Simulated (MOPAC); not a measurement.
Spectroscopic constants of Cl$_{2}$+, multiplicity 2 (lowest of 2S+1 = 2, 4 at CCSD(T)/def2-TZVPP on PBE0 minima; our sources give no spin for the ground state, which may be another).

Seven points along R, fitted to fifth degree in 1/R; most abundant isotopes. Runs in def2 and cc sets follow the lowest solution found near the PBE0 minimum.

The state reached by PM3 isn't checked.

Run with MOPAC for PM3 (differences of heats of formation). 

Energies at PM3:

```
R (Å)     E (hartree)
--------  -----------
1.751912   0.40716920
1.799006   0.39557607
1.842333   0.38748900
1.891311   0.38109181
1.940290   0.37736093
1.996803   0.37601620
2.062735   0.37789414
```

Problem. With a reduced mass of 17.4844 u, find the minimum, the force constant and the constants.

Solution. A fifth-degree polynomial in 1/R puts the minimum at r_e = 1.9946 Å with force constant 378 N/m. Then ω_e = (1/2πc)√(k/μ) = 606 cm⁻¹ and B_e = h/(8π²cμr_e²) = 0.2423 cm⁻¹; the cubic and quartic terms give α_e = 0.00053 and ω_e x_e = 1.9 cm⁻¹.
